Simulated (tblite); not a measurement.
Species: C₄H₆F₃O₄S (charge -1).
Z-matrix (Å and degrees, GFN2-xTB geometry), rows numbered from 1:
```
C 
C   1  1.5080
C   2  1.5091  1  114.59
O   2  1.4574  1  106.43  3   124.28
C   4  1.3021  2  122.35  1   156.22
F   5  1.3443  4  116.55  2    54.60
F   5  1.3296  4  118.13  2   -75.10
F   5  1.3706  4  106.23  2   169.11
S   2  1.8657  1  105.49  3  -116.77
O   9  1.4520  2  104.86  1   179.64
O   9  1.4590  2  101.44  1    60.82
O   9  1.4517  2  104.96  1   -58.21
H   1  1.0868  2  108.16  3  -179.93
H   1  1.0903  2  112.35  3   -58.30
H   1  1.0861  2  106.98  3    63.49
H   3  1.0863  2  106.89  1   -57.10
H   3  1.0914  2  112.24  1    64.09
H   3  1.0873  2  109.23  1  -173.45
```

Calculated harmonic vibrations of the isolated species, GFN2-xTB (tblite), most abundant isotopes, no scaling. This tight-binding method is rough: wavenumbers can miss measured ones by several per cent, in bad cases by 10 to 20. One conformer, not necessarily the lowest.

Harmonic wavenumbers (cm⁻¹): 65.3, 82.8, 103.8, 116.0, 140.5, 166.3, 171.0, 181.5, 265.0, 266.7, 291.8, 318.3, 370.0, 416.4, 449.6, 481.3, 497.4, 507.1, 533.9, 561.6, 620.3, 645.7, 819.4, 907.7, 964.2, 968.9, 986.8, 996.3, 1001.8, 1050.4, 1146.3, 1176.4, 1185.5, 1188.9, 1243.3, 1264.8, 1371.2, 1385.3, 1449.5, 1458.6, 1475.9, 1492.8, 2969.7, 2979.5, 3044.7, 3046.1, 3051.2, 3055.1.

A = 1395, B = 722.7, C = 654.0 MHz; mass 206.994 u (most abundant isotopes); point group C1, symmetry number 1.

Task: What is the zero-point energy?

Result: ½Σν̃ = 24466 cm⁻¹ = 292.68 kJ/mol.

Task: Give the ideal-gas entropy at 400 K and 1 bar in the rigid-rotor, harmonic-oscillator model (classical rotation).

Result: Translation 181.47, rotation 131.56, vibration 216.26: S = 529.3 J/(mol K).

Task: And Cp and H(400 K) − H(0)?

Result: Cp = 239.52 J/(mol K), of which vibrations give 206.26 (their classical limit is 48 R = 399.1); H(400 K) − H(0) = 58.52 kJ/mol without the zero-point energy, 45.22 from vibrations.

Task: What must be added to the electronic energy to get the Gibbs energy at 400 K and 1 bar?

Result: ZPE + [H(400 K) − H(0)] − T·S = 292.68 + 58.52 − 211.71 = 139.49 kJ/mol.

Task: How do the functions run with temperature in this model?

Result: 
| T (K) | S (J/(mol K)) | Cp (J/(mol K)) | H − H(0) (kJ/mol) | G − H(0) (kJ/mol) | ln q(vib) |
| --- | --- | --- | --- | --- | --- |
| 100 | 309.3 | 96.9 | 6.06 | -24.87 | 1.81 |
| 200 | 394.8 | 153.8 | 18.72 | -60.24 | 5.35 |
| 300 | 466.1 | 200.1 | 36.48 | -103.37 | 8.94 |
| 500 | 586.3 | 271.2 | 84.12 | -209.02 | 15.74 |
| 800 | 728.5 | 331.7 | 175.58 | -407.18 | 24.79 |
| 1000 | 805.2 | 355.6 | 244.45 | -560.75 | 30.13 |

q(vib) and H(0) count from the zero-point level.

Task: Which modes carry the vibrational entropy at 400 K?

Result: 65.3 cm⁻¹: 20.38; 82.8 cm⁻¹: 18.42; 103.8 cm⁻¹: 16.55; 116.0 cm⁻¹: 15.64; 140.5 cm⁻¹: 14.08; 166.3 cm⁻¹: 12.71 J/(mol K); the other 42 give 118.48 together.

Hindered rotation and anharmonicity are outside this model. Other conformers, if any are populated, would add a mixing term that is left out. The structure is chiral; the term R ln 2 for an equal mix with its mirror image is left out.
